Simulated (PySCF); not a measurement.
## SMILES c1cccc(/N=N/c2ccc(C=S)cc2)c1, C13H10N2S

Cartesian coordinates in Å; atom numbers follow the order of the lines, from 1:
```xyz
26

S    -6.207   -0.515    1.620
C    -5.373   -0.649    0.219
C    -3.967   -0.468    0.070
C    -3.152   -0.111    1.160
C    -1.807    0.081    1.001
C    -1.210   -0.088   -0.266
N     0.132   -0.074   -0.428
N     0.883    0.775    0.112
C     2.244    0.554    0.069
C     2.826   -0.686   -0.228
C     4.197   -0.825   -0.193
C     5.001    0.260    0.129
C     4.431    1.490    0.426
C     3.060    1.640    0.406
C    -2.016   -0.469   -1.356
C    -3.364   -0.636   -1.191
H    -5.929   -0.894   -0.682
H    -3.618    0.027    2.124
H    -1.174    0.348    1.833
H     2.182   -1.518   -0.471
H     4.648   -1.781   -0.417
H     6.074    0.145    0.152
H     5.061    2.330    0.679
H     2.593    2.585    0.634
H    -1.554   -0.591   -2.323
H    -3.982   -0.908   -2.036
```

The calculation used TDDFT BHandHLYP/aug-pcseg-0 excited states, vertical, IEF-PCM acetonitrile (non-equilibrium response) in PySCF. Geometry: GFN2-xTB.

(1) Give the one- and two-photon strengths of the lowest singlets.

## Answers

(1) δ for parallel linear polarisation; σ at the peak of a Lorentzian of half width 0.1 eV, single beam; Ω is circular over linear.
```
state  E (eV)      f  photon λ (nm)    δ (au)    σ (GM)     Ω                                  main
   S1    2.22  0.154           1116      87.2      0.16  0.74      HOMO→LUMO 0.46, HOMO→LUMO+1 0.12
   S2    2.49  0.003            997      0.53      0.00  1.42  HOMO−1→LUMO 0.75, HOMO−1→LUMO+1 0.21
   S3    3.58  1.245            692     18900     89.13  0.67      HOMO→LUMO 0.48, HOMO−5→LUMO 0.10
   S4    4.27  0.032            581     17500    116.75  0.88    HOMO−5→LUMO 0.42, HOMO−4→LUMO 0.23
   S5    4.39  0.030            565  2.61e+06  18478.78  0.67    HOMO−2→LUMO 0.54, HOMO→LUMO+1 0.11
```

Among these, the strongest one-photon state is S3, the strongest two-photon state S5, with a dipole change of 10.3 D (relaxed, norm of the difference vector). Half the energy of S4, S5 comes within 0.4 eV of the allowed S1 or passes it, which inflates δ.
